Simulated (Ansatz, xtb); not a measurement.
BClGeH5NO: 8 structures ranked

8 gas-phase structures of BClGeH5NO, found in a search over its isomers (lower ones may exist). Each was relaxed with GFN2-xTB; where two conformers were screened, the lower at r2SCAN-D4/def2-SVP//GFN2-xTB is listed:

A. a singlet given by its coordinates
B. `B[O][Ge@H]([NH2])[Cl]`, a singlet
C. `OB(Cl)[NH][GeH3]`, a singlet
D. `NB(Cl)[O][GeH3]`, a singlet
E. `B[NH][Ge@H]([OH])[Cl]`, a singlet
F. a singlet given by its coordinates
G. `NB[O][GeH2][Cl]`, a singlet
H. `OB[NH][GeH2][Cl]`, a singlet

A (Å):

```yaml
atoms:
  - { symbol: B, position_ang: [-0.2866, -0.5076, -1.2268] }
  - { symbol: Cl, position_ang: [-0.3150, 1.4237, 2.1006] }
  - { symbol: Ge, position_ang: [0.4421, 2.4491, 0.3336] }
  - { symbol: N, position_ang: [0.6457, -1.0684, -0.3868] }
  - { symbol: O, position_ang: [-0.4187, 0.8733, -1.1881] }
  - { symbol: H, position_ang: [-1.0828, 1.2208, -1.7819] }
  - { symbol: H, position_ang: [-0.9469, -1.1459, -1.9576] }
  - { symbol: H, position_ang: [0.8429, -2.0478, -0.2985] }
  - { symbol: H, position_ang: [1.1901, -0.4748, 0.2221] }
  - { symbol: H, position_ang: [1.8832, 1.5485, 0.2937] }
```

Close contacts (Å): B1–N4 1.37, B1–O5 1.39, Cl2–Ge3 2.18, Ge3–O5 2.35, B1–H7 1.17, Ge3–H10 1.70, N4–H8 1.00, N4–H9 1.01, O5–H6 0.96.

F (Å):

```xyz
10

B     0.6498    0.8097   -1.4433
Cl   -0.1403    1.0334    1.9211
Ge    1.7585    0.0058    1.2228
N    -0.6587    0.1188   -0.9161
O     1.6390    0.7983   -0.6443
H    -0.9846    0.6904   -0.1223
H    -0.2749   -0.7312   -0.4247
H    -1.4070   -0.0956   -1.5666
H     0.6047    1.2660   -2.5229
H     0.7437   -1.4938    0.5745
```

Close contacts (Å): B1–N4 1.57, B1–O5 1.27, Cl2–Ge3 2.27, Ge3–O5 2.03, B1–H9 1.17, Ge3–H10 1.92, N4–H6 1.03, N4–H7 1.05, N4–H8 1.01.

Question: Estimate their order in r2SCAN-D4/def2-SVP//GFN2-xTB energy at these geometries, lowest first.

Answer: Calculated order at r2SCAN-D4/def2-SVP//GFN2-xTB: D (0.0), C (24.4), G (32.3), H (58.5), A (102.7), F (132.2), E (136.5), B (148.1) kJ/mol.

Energies above the lowest of each column, in kJ/mol; the last columns are at r2SCAN-D4/def2-SVP geometries and were run for some of them only (a dash: not run or not comparable):

| structure | GFN2-xTB | HF/STO-3G | r2SCAN-D4/def2-SVP//GFN2-xTB | r2SCAN-D4/def2-SVP | CCSD(T)/def2-SVP + ΔMP2/def2-TZVPP |
| --- | --- | --- | --- | --- | --- |
| D | 44.4 | 0.0 | 0.0 | 0.0 | 0.0 |
| C | 83.9 | 8.8 | 24.4 | 23.4 | 21.7 |
| G | 7.5 | 11.6 | 32.3 | 23.8 | 12.2 |
| H | 48.3 | 29.4 | 58.5 | – | – |
| A | 0.0 | 234.0 | 102.7 | – | – |
| F | 11.8 | 354.5 | 132.2 | – | – |
| E | 92.0 | 121.9 | 136.5 | – | – |
| B | 82.6 | 102.0 | 148.1 | – | – |

CCSD(T)/def2-SVP + ΔMP2/def2-TZVPP puts D lowest of those it was run on; GFN2-xTB picks A. CCSD(T)/def2-SVP + ΔMP2/def2-TZVPP orders those it was run on as D (0.0), G (12.2), C (21.7) kJ/mol. Some further structures that were screened fall inside this span and aren't listed. Flexible structures stand in one conformer each, not always the lowest. Frequencies (r2SCAN-D4/def2-SVP) were run for C, D, G alone. ΔMP2 is the change of the MP2 energy from the smaller to the larger basis.

Over these structures GFN2-xTB departs from r2SCAN-D4/def2-SVP//GFN2-xTB by 50.2 kJ/mol on average once a common shift is removed. A GFN2-xTB relaxation took about 0.42 s and the r2SCAN-D4/def2-SVP//GFN2-xTB energy about 2.8 s on a shared host (Ansatz 0.2.0, xtb 6.7.1).
